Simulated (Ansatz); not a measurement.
The molecule BeB+, multiplicity 3 (an upper state: multiplicity 1 came lower at CCSD(T)/def2-TZVPP on PBE0 minima).

Constants: fifth-degree fit in 1/R to seven points, most abundant isotopes. In def2 and cc sets the state is the lowest found near the PBE0 minimum, followed along R.

Correlated levels freeze the inner cores; with def2 sets outer-core shells near the valence are correlated too.

Run with Ansatz (Gaussian basis) for Hartree–Fock, density functionals and correlated methods. 

Q: What bond length and harmonic frequency does PBE/def2-TZVPP give?

A: r_e = 1.828 Å, ω_e = 796 cm⁻¹.

Q: What bond length and harmonic frequency does PBE0/def2-TZVPP give?

A: r_e = 1.808 Å, ω_e = 828 cm⁻¹.

Q: What bond length and harmonic frequency does CCSD(T)/def2-TZVPP give?

A: r_e = 1.820 Å, ω_e = 792 cm⁻¹.

Ansatz is an electronic-structure program.
